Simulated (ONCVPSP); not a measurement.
What one change does to a pseudopotential (Pb (Z = 82), ONCV)

```
Element                 : Pb
Generator               : ONCVPSP 4.0.1
Type                    : optimised norm-conserving Vanderbilt (ONCV)
Functional              : PBE
Relativity              : scalar-relativistic
Frozen core             : [Xe] 4f14 5d10
Valence charge          : 4
Reference configuration : 6s2 6p1 (charge +1)
Partial waves           : 6s: rc 2.15 bohr, ncon 4, nbas 9, qcut 2.7 1/bohr, 3 projectors, debl 3.2 Ha; 6p: rc 2.05 bohr, ncon 3, nbas 7, qcut 4.1 1/bohr, 1 projector; d scattering state at 0.23 Ha: rc 2.30 bohr, ncon 3, nbas 6, qcut 4.7 1/bohr, 2 projectors, debl 0.9 Ha
Local potential         : polynomial inside 1.35 bohr (lpopt 3, dvloc0 -1 Ha)
Core correction         : none
```

Change: p: qcut 2.5.

Cutoffs: the cutoffs (Ha) at which the residual kinetic energy of the hardest occupied pseudo-wave falls to 1 and 0.1 mHa per electron; they do not see the model core or the augmentation charge, which bear on the density cutoff. Errors are all-electron minus pseudo energies relative to the spin-unpolarised reference configuration.

Predict the effect on cutoff, ghosts and configuration errors.

The potential gets neither clearly harder nor softer (31 Ha and 51 Ha → 31 Ha and 51 Ha); both files keep a bound ghost (d, p); the number of tests with a reliable result goes from 3 to 4; the errors of the 3 common tests hardly move.

```csv
quantity,base,changed
"cutoff, loose",31 Ha,31 Ha
"cutoff, tight",51 Ha,51 Ha
loose cutoff by channel,"s 31 Ha, p 5.4 Ha","s 31 Ha, p 8.9 Ha"
bound ghosts,"p, d","p, d"
GHOST(+) flags under 300 eV,s at 95.4 eV,s at 95.4 eV
tests with a reliable result,3 of 4,4 of 4
"error for 6s2 6p2, meV [ΔE -6.58 eV]",+26,+24
"error for 6s2 6p0, meV [ΔE 13.44 eV]",+53,+52
"error for 6s0 6p4, meV [ΔE 11.26 eV]",+245,+223
s: phases at 2.19 bohr within 0.05 rad from the reference energy up to (Ha; the scan ends near 5),3.5,3.5
p: phases at 2.08 bohr within 0.05 rad from the reference energy up to (Ha; the scan ends near 5),2.6,2.7
d: phases at 2.33 bohr within 0.05 rad from the reference energy up to (Ha; the scan ends near 5),3.8,3.8
```

 A true bound ghost makes a file unfit for plane-wave use even where its test errors are small: the radial tests pick states by their node count and pass the ghost by.
